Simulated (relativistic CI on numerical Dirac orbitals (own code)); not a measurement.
# Ru6+: 4s photoemission

Computed with this model: Dirac-Coulomb-Breit CI, KLI orbitals optimised for each configuration, model QED (radiative potential, 1s self-energy scaled to tabulated hydrogen-like ionisation energies), valence Slater integrals scaled by 0.8, multiplet model of photoemission in the sudden approximation; configurations [Kr] 4d2 → [Ar] 3d10 4s 4p6 4d2; 300 K; Lorentzian 2 eV and Gaussian 0.6 eV FWHM. Energies are those of the free ion, without screening or charge transfer. The energies are binding energies and can lie tens of eV above those of solids. Without intra-shell correlation the exchange splitting of an s hole comes out too large, often by half or more. S is read from ⟨S²⟩ = S(S + 1).

Computed curve for free ion, scaled to 100 at the maximum (points under 2 are left out and the grid is thinned):

Energy (eV), Intensity and a bar:
```
    169.2        2.1 
    169.6        2.3 
    170.2        2.7 
    170.6        3.0 
    171.2        3.6 
    171.6        4.1 #
    172.2        5.1 #
    172.6        6.0 #
    173.0        7.2 ##
    173.6        9.7 ##
    174.0       12.3 ###
    174.6       18.2 #####
    175.0       24.8 #######
    175.6       42.3 ############
    176.0       61.6 ##################
    176.6       94.5 ############################
    177.0       99.8 ##############################
    177.4       84.6 #########################
    178.0       52.1 ###############
    178.4       37.5 ###########
    179.0       25.9 #######
    179.4       22.6 ######
    180.0       22.2 ######
    180.4       24.0 #######
    180.8       27.3 ########
    181.4       36.9 ###########
    181.8       44.3 #############
    182.4       42.8 #############
    182.8       33.1 ##########
    183.4       19.7 #####
    183.8       14.1 ####
    184.4        9.2 ##
    184.8        7.3 ##
    185.2        5.9 #
    185.8        4.5 #
    186.2        3.8 #
    186.8        3.1 
    187.2        2.7 
    187.8        2.3 
    188.2        2.0
```

The ground state has S = 0.98, and the centroid lies at 178.47 eV.
